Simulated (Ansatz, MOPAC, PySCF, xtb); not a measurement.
The molecule GaCu, closed-shell singlet (lowest of 2S+1 = 1, 3 at CCSD(T)/def2-TZVPP on PBE0 minima; our sources give no spin for the ground state, which may be another). No spin–orbit coupling. Cu is treated without relativity. Ga is treated without relativity.

Seven points along R, fitted to fifth degree in 1/R; most abundant isotopes. In def2 and cc sets the state is the lowest found near the PBE0 minimum, followed along R. The singlet is held restricted. HF and MP2 rows in def2 and cc sets belong to the determinant that coupled cluster picked by its CCSD energy.

Programs: Ansatz (Gaussian orbitals); MOPAC for PM7 (differences of heats of formation); PySCF for LANL2DZ rows; xtb for the GFN methods. Each number belongs to the level named beside it.

```tsv
level	r_e (Å)	ω_e (cm⁻¹)	B_e (cm⁻¹)	α_e (cm⁻¹)	dipole (D)
PM7	2.499	421	0.0820	0.00024	-
GFN1-xTB	2.449	200	0.0855	0.00081	-
GFN2-xTB	2.489	182	0.0827	0.00047	-
SVWN5/def2-TZVPP	2.314	239	0.0957	0.00048	1.02
PBE/def2-TZVPP	2.390	218	0.0897	0.00047	1.04
BP86/LANL2DZ	2.425	210	0.0871	0.00045	0.52
r2SCAN/def2-TZVPP	2.355	229	0.0924	0.00047	0.56
B97M-V/def2-TZVPP	2.409	209	0.0883	0.00047	1.11
B3LYP/LANL2DZ	2.455	199	0.0850	0.00045	0.54
B3LYP/def2-TZVPP	2.427	203	0.0870	0.00047	0.98
PBE0/def2-TZVPP	2.418	207	0.0876	0.00046	0.50
BHLYP/def2-TZVPP	2.476	190	0.0836	0.00043	0.32
CAM-B3LYP/def2-TZVPP	2.408	210	0.0884	0.00046	0.51
wB97X-V/def2-TZVPP	2.417	211	0.0877	0.00043	0.13
wB97M-V/def2-TZVPP	2.418	210	0.0876	0.00044	0.15
B2PLYP/def2-TZVPP	2.389	217	0.0898	0.00048	-
MP2/def2-TZVPP	2.341	233	0.0935	0.00049	-
SCS-MP2/def2-TZVPP	2.381	219	0.0904	0.00047	-
SCS-MP2/def2-QZVPP	2.349	220	0.0929	0.00053	-
CCSD/def2-TZVPP	2.432	204	0.0866	0.00044	-
CCSD/def2-QZVPP	2.409	202	0.0883	0.00047	-
CCSD(T)/def2-TZVPP	2.391	216	0.0896	0.00047	-
CCSD(T)/def2-QZVPP	2.370	214	0.0912	0.00051	-
CCSD(T)/CBS(def2-TZVPP, def2-QZVPP)	2.359	214	0.0921	0.00053	-
```

Correlated levels freeze the inner cores; with def2 sets outer-core shells near the valence are correlated too. CBS: X⁻³ extrapolation of the correlation energy, Hartree–Fock from the larger set. Rows in LANL2DZ carry no dispersion term and start afresh at each structure. LANL2DZ brings its own core potentials from Na on. The state that PM7 reach isn't checked; PM7 holds dispersion and hydrogen-bond terms.

Doubts at one or more of the structures used: a restricted determinant that unrestricted orbitals would lower (MP2/def2-TZVPP, SCS-MP2/def2-TZVPP, SCS-MP2/def2-QZVPP, CCSD/def2-TZVPP, CCSD/def2-QZVPP, CCSD(T)/def2-TZVPP, CCSD(T)/def2-QZVPP, CCSD(T)/CBS(def2-TZVPP, def2-QZVPP)).

Ansatz is a quantum-chemistry and plane-wave program.
